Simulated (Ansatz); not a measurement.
`C[N]=[W](=[O])([Cl])[Cl]`. The species carries charge 0 and has multiplicity 1. Correlated methods include outer-core shells of W, which these sets cover unevenly. W takes the def2 core potential.

Cartesian coordinates in Å:
```
C -0.4269 -1.4218 -0.6133
N -0.0257 -0.3418 0.2109
W 0.3883 1.3111 0.5397
O 0.2479 2.1581 -0.9240
Cl 2.5527 1.3428 1.2349
Cl -1.1334 2.1086 2.0287
H -0.5823 -1.0999 -1.6485
H -1.3581 -1.8523 -0.2323
H 0.3375 -2.2048 -0.5962
```

(1) Give the diagnostics of a CCSD(T)/def2-TZVPP run (frozen core, Ansatz). (Best estimate.)

Results:

(1) Computed: T1 = 0.0202, largest single amplitude 0.050, largest double 0.049, (T) share of the correlation energy 5.5 %, 14 CCSD cycles. The RHF solution is unstable towards an unrestricted one. T1 lies over the customary mark of 0.02 for closed shells; compounds of d metals often pass it without a breakdown.
